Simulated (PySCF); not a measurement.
Job for PySCF: U-TPSSh/def2-TZVPP on H2O2Os (SMILES [OH][Os][OH]), 2S+1 = 5, a spin state set in the input, which need not be the lowest. Elements past Kr take the def2 small-core potentials; no spin–orbit coupling.

```python
from pyscf import gto, dft

mol = gto.M(
    atom='''
    Os    0.08693196   -0.26914336    0.05228884
    O     1.40643597   -0.08094446   -1.32542321
    H     1.83181626    0.75184610   -1.55114321
    O    -1.25586768   -0.39178046    1.41479777
    H    -2.12308766    0.01986874    1.35226560
    ''',
    basis='def2-tzvpp',
    ecp={'Os': 'def2-tzvpp'},
    charge=0, spin=4, verbose=4, max_memory=1800)
mf = dft.UKS(mol, xc='tpssh').density_fit(auxbasis='def2-universal-jkfit')
mf.grids.level = 4
mf.conv_tol = 1e-9
mf.max_cycle = 150
mf.kernel()
mf.dip_moment()
```

Program output:

```
PySCF version 2.14.0

[INPUT] verbose = 4
[INPUT] num. atoms = 5
[INPUT] num. electrons = 34
[INPUT] charge = 0
[INPUT] spin (= nelec alpha-beta = 2S) = 4
[INPUT] symmetry False subgroup None
[INPUT] Mole.unit = angstrom
[INPUT] Symbol           X                Y                Z      unit          X                Y                Z       unit  Magmom
[INPUT]  1 Os     0.086931960000  -0.269143360000   0.052288840000 AA    0.164277595872  -0.508607238645   0.098811586971 Bohr   0.0
[INPUT]  2 O      1.406435970000  -0.080944460000  -1.325423210000 AA    2.657778795037  -0.152962860701  -2.504686866042 Bohr   0.0
[INPUT]  3 H      1.831816260000   0.751846100000  -1.551143210000 AA    3.461631041925   1.420783216822  -2.931235846879 Bohr   0.0
[INPUT]  4 O     -1.255867680000  -0.391780460000   1.414797770000 AA   -2.373245963893  -0.740357770356   2.673580306945 Bohr   0.0
[INPUT]  5 H     -2.123087660000   0.019868740000   1.352265600000 AA   -4.012054215844   0.037546477040   2.555411631671 Bohr   0.0

nuclear repulsion = 96.8868813951303
number of shells = 50
number of NR pGTOs = 206
number of NR cGTOs = 146
basis = def2-tzvpp
ecp = {'Os': 'def2-tzvpp'}


******** <class 'pyscf.df.df_jk.DFUKS'> ********
method = DFUKS
initial guess = minao
damping factor = 0
level_shift factor = 0
DIIS = <class 'pyscf.scf.diis.CDIIS'>
diis_start_cycle = 1
diis_space = 8
diis_damp = 0
SCF conv_tol = 1e-09
SCF conv_tol_grad = None
SCF max_cycles = 150
direct_scf = False
number electrons alpha = 19  beta = 15
XC library pyscf.dft.libxc version 7.1.2
    S. Lehtola, C. Steigemann, M. J. T. Oliveira, and M. A. L. Marques,  SoftwareX 7, 1–5 (2018)
XC functionals = tpssh
    V. N. Staroverov, G. E. Scuseria, J. Tao, and J. P. Perdew,  J. Chem. Phys. 119, 12129 (2003)
radial grids:
    Treutler-Ahlrichs [JCP 102, 346 (1995); DOI:10.1063/1.469408] (M4) radial grids

becke partition: Becke, JCP 88, 2547 (1988); DOI:10.1063/1.454033
pruning grids: <function nwchem_prune>
grids dens level: 4
symmetrized grids: False
atomic radii adjust function: <function treutler_atomic_radii_adjust>
small_rho_cutoff = 0
Set gradient conv threshold to 3.16228e-05
tot grids = 123200
******** <class 'pyscf.df.df.DF'> ********
auxbasis = def2-universal-jkfit
init E= -224.798989803335
  alpha nocc = 19  HOMO = -0.445647200432229  LUMO = -0.21920985107457

WARN: beta  nocc = 15  HOMO -0.480553226180865 >= LUMO -0.480523338407405


WARN: HOMO -0.445647200432229 >= LUMO -0.480523338407405

cycle= 1 E= -242.086709979643  delta_E= -17.3  |g|= 0.85  |ddm|= 6.42
  alpha nocc = 19  HOMO = -0.0421308197127847  LUMO = 0.0576997417845832
  beta  nocc = 15  HOMO = -0.117773972121795  LUMO = -0.0871731075276966

WARN: HOMO -0.0421308197127847 >= LUMO -0.0871731075276966

cycle= 2 E= -240.332279631251  delta_E= 1.75  |g|= 2.07  |ddm|= 1.85
  alpha nocc = 19  HOMO = -0.135422598748489  LUMO = 0.0287757429558237
  beta  nocc = 15  HOMO = -0.105077589476571  LUMO = -0.100380652882887
  HOMO = -0.105077589477  LUMO = -0.100380652883  gap/eV = 0.12781
cycle= 3 E= -242.254333537121  delta_E= -1.92  |g|= 0.441  |ddm|= 1.64
  alpha nocc = 19  HOMO = -0.227675494057251  LUMO = 0.0121591543482022
  beta  nocc = 15  HOMO = -0.219458290138867  LUMO = -0.16980809655913
  HOMO = -0.219458290139  LUMO = -0.169808096559  gap/eV = 1.35105
cycle= 4 E= -242.346899520575  delta_E= -0.0926  |g|= 0.109  |ddm|= 0.508
  alpha nocc = 19  HOMO = -0.202649304162871  LUMO = 0.0168486982084124
  beta  nocc = 15  HOMO = -0.201030817179809  LUMO = -0.152242124981175
  HOMO = -0.20103081718  LUMO = -0.152242124981  gap/eV = 1.32761
cycle= 5 E= -242.351896246087  delta_E= -0.005  |g|= 0.0159  |ddm|= 0.0991
  alpha nocc = 19  HOMO = -0.201740289871259  LUMO = 0.0183206121308262
  beta  nocc = 15  HOMO = -0.198731542493295  LUMO = -0.148897852961795
  HOMO = -0.198731542493  LUMO = -0.148897852962  gap/eV = 1.35604
cycle= 6 E= -242.351983380211  delta_E= -8.71e-05  |g|= 0.00742  |ddm|= 0.0172
  alpha nocc = 19  HOMO = -0.201612173220202  LUMO = 0.0184252042655879
  beta  nocc = 15  HOMO = -0.198173118679229  LUMO = -0.148397507767349
  HOMO = -0.198173118679  LUMO = -0.148397507767  gap/eV = 1.35446
cycle= 7 E= -242.35200163205  delta_E= -1.83e-05  |g|= 0.00231  |ddm|= 0.00705
  alpha nocc = 19  HOMO = -0.201570657208922  LUMO = 0.0184743881352175
  beta  nocc = 15  HOMO = -0.1981601640225  LUMO = -0.148362443957279
  HOMO = -0.198160164023  LUMO = -0.148362443957  gap/eV = 1.35506
cycle= 8 E= -242.352003817102  delta_E= -2.19e-06  |g|= 0.000635  |ddm|= 0.00216
  alpha nocc = 19  HOMO = -0.201618163824562  LUMO = 0.0184541737072646
  beta  nocc = 15  HOMO = -0.198268846384167  LUMO = -0.148417192218584
  HOMO = -0.198268846384  LUMO = -0.148417192219  gap/eV = 1.35653
cycle= 9 E= -242.352004006823  delta_E= -1.9e-07  |g|= 0.000312  |ddm|= 0.000766
  alpha nocc = 19  HOMO = -0.201612884862158  LUMO = 0.0184546471990366
  beta  nocc = 15  HOMO = -0.198268253191436  LUMO = -0.148415813307921
  HOMO = -0.198268253191  LUMO = -0.148415813308  gap/eV = 1.35655
cycle= 10 E= -242.35200403117  delta_E= -2.43e-08  |g|= 0.000224  |ddm|= 0.000281
  alpha nocc = 19  HOMO = -0.201600039334659  LUMO = 0.0184579385194826
  beta  nocc = 15  HOMO = -0.198258350951537  LUMO = -0.148407640418931
  HOMO = -0.198258350952  LUMO = -0.148407640419  gap/eV = 1.35651
cycle= 11 E= -242.352004056077  delta_E= -2.49e-08  |g|= 3.55e-05  |ddm|= 0.000233
  alpha nocc = 19  HOMO = -0.201602352702045  LUMO = 0.0184563082943053
  beta  nocc = 15  HOMO = -0.198261789419671  LUMO = -0.148410588356086
  HOMO = -0.19826178942  LUMO = -0.148410588356  gap/eV = 1.35652
cycle= 12 E= -242.352004059895  delta_E= -3.82e-09  |g|= 2.99e-05  |ddm|= 0.000169
  alpha nocc = 19  HOMO = -0.20160287911496  LUMO = 0.0184563459564316
  beta  nocc = 15  HOMO = -0.198262012931949  LUMO = -0.148410771199323
  HOMO = -0.198262012932  LUMO = -0.148410771199  gap/eV = 1.35652
cycle= 13 E= -242.352004064581  delta_E= -4.69e-09  |g|= 2.87e-05  |ddm|= 0.000229
  alpha nocc = 19  HOMO = -0.201602488910084  LUMO = 0.0184563860638283
  beta  nocc = 15  HOMO = -0.198261800113887  LUMO = -0.148410663065182
  HOMO = -0.198261800114  LUMO = -0.148410663065  gap/eV = 1.35652
cycle= 14 E= -242.352004067627  delta_E= -3.05e-09  |g|= 2.89e-05  |ddm|= 0.000153
  alpha nocc = 19  HOMO = -0.201602184390729  LUMO = 0.0184563939034102
  beta  nocc = 15  HOMO = -0.198261848486389  LUMO = -0.148410672201212
  HOMO = -0.198261848486  LUMO = -0.148410672201  gap/eV = 1.35652
cycle= 15 E= -242.352004061857  delta_E= 5.77e-09  |g|= 2.83e-05  |ddm|= 0.000295
  alpha nocc = 19  HOMO = -0.201600943075494  LUMO = 0.018456674066144
  beta  nocc = 15  HOMO = -0.198260309806443  LUMO = -0.148409724936677
  HOMO = -0.198260309806  LUMO = -0.148409724937  gap/eV = 1.35650
cycle= 16 E= -242.352004046736  delta_E= 1.51e-08  |g|= 2.66e-05  |ddm|= 0.000857
  alpha nocc = 19  HOMO = -0.201601289563293  LUMO = 0.0184567597498377
  beta  nocc = 15  HOMO = -0.19826137509629  LUMO = -0.148410060018275
  HOMO = -0.198261375096  LUMO = -0.148410060018  gap/eV = 1.35652
cycle= 17 E= -242.352004018926  delta_E= 2.78e-08  |g|= 1.94e-05  |ddm|= 0.00211
  alpha nocc = 19  HOMO = -0.20160254798697  LUMO = 0.0184561423041438
  beta  nocc = 15  HOMO = -0.198263667988851  LUMO = -0.148411123320702
  HOMO = -0.198263667989  LUMO = -0.148411123321  gap/eV = 1.35656
cycle= 18 E= -242.352004005619  delta_E= 1.33e-08  |g|= 1.36e-05  |ddm|= 0.00184
  alpha nocc = 19  HOMO = -0.201601762934561  LUMO = 0.0184562967890502
  beta  nocc = 15  HOMO = -0.198262247724603  LUMO = -0.148410457604445
  HOMO = -0.198262247725  LUMO = -0.148410457604  gap/eV = 1.35654
cycle= 19 E= -242.352004002761  delta_E= 2.86e-09  |g|= 1.09e-05  |ddm|= 0.00113
  alpha nocc = 19  HOMO = -0.201601737096037  LUMO = 0.0184562608310951
  beta  nocc = 15  HOMO = -0.198261829260158  LUMO = -0.148410533362686
  HOMO = -0.19826182926  LUMO = -0.148410533363  gap/eV = 1.35652
cycle= 20 E= -242.352004002848  delta_E= -8.71e-11  |g|= 7.34e-06  |ddm|= 0.00014
  alpha nocc = 19  HOMO = -0.201602246235962  LUMO = 0.018456042745884
  beta  nocc = 15  HOMO = -0.19826182607925  LUMO = -0.148411038101415
  HOMO = -0.198261826079  LUMO = -0.148411038101  gap/eV = 1.35651
Extra cycle  E= -242.352004003188  delta_E= -3.4e-10  |g|= 9.58e-06  |ddm|= 3.62e-05
converged SCF energy = -242.352004003188  <S^2> = 6.0049224  2S+1 = 5.0019686
Dipole moment(X, Y, Z, Debye): -0.62183,  1.75092, -0.40541
```

Self-consistency was reached.

Cost: about 50 core-seconds (a rough figure).
